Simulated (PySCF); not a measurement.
Mg(F)(SiH3) (FH₃MgSi), SMILES [SiH3][Mg][F]. Geometry: PBE0-D3(BJ)/def2-TZVP.

Computed equilibrium geometry at PBE0-D3(BJ)/def2-TZVP (PySCF confirms it by a frequency run) as bond lengths and angles, and its point group:
point group C3v.
Atoms: Mg1 F2 Si3 H4 H5 H6. Bonded distances (Å): Mg1–F2 1.756, Mg1–Si3 2.555, Si3–H4 1.492, Si3–H5 1.492, Si3–H6 1.492. Bond angles (°): F2–Mg1–Si3 180.0, Mg1–Si3–H4 112.2, Mg1–Si3–H5 112.2, Mg1–Si3–H6 112.2, H4–Si3–H5 106.6, H4–Si3–H6 106.6, H5–Si3–H6 106.6.
